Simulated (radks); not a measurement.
Q: The mean radii <r> (bohr) of the occupied orbitals of an atom or ion are listed with their occupations. All-electron calculation, non-relativistic Kohn-Sham, LDA (Slater exchange, Perdew-Wang correlation), spin-polarised, spherical densities, point nucleus. Program: a radial shooting solver on a logarithmic mesh with Libxc functionals.

| orbital | occ. | <r> |
|---|---|---|
| 1s up | 1 | 0.05298 |
| 1s down | 1 | 0.05298 |
| 2s up | 1 | 0.2392 |
| 2s down | 1 | 0.2391 |
| 2p up | 3 | 0.2081 |
| 2p down | 3 | 0.2080 |
| 3s up | 1 | 0.7212 |
| 3s down | 1 | 0.7220 |
| 3p up | 3 | 0.7496 |
| 3p down | 3 | 0.7509 |
| 3d up | 5 | 0.9127 |
| 3d down | 4 | 0.9226 |

Name the element and its charge. Open shells, if any, are filled with parallel spins first.

A: Z = 29, copper, charge +2: Cu2+ in [Ar] 3d9. The 1s radius gives Z: for a bare nucleus <r> = 1.5/Z, 0.05172 bohr for Z = 29, and screening makes it slightly larger (0.05298 here). The occupations add up to 27, and the charge is Z minus that.
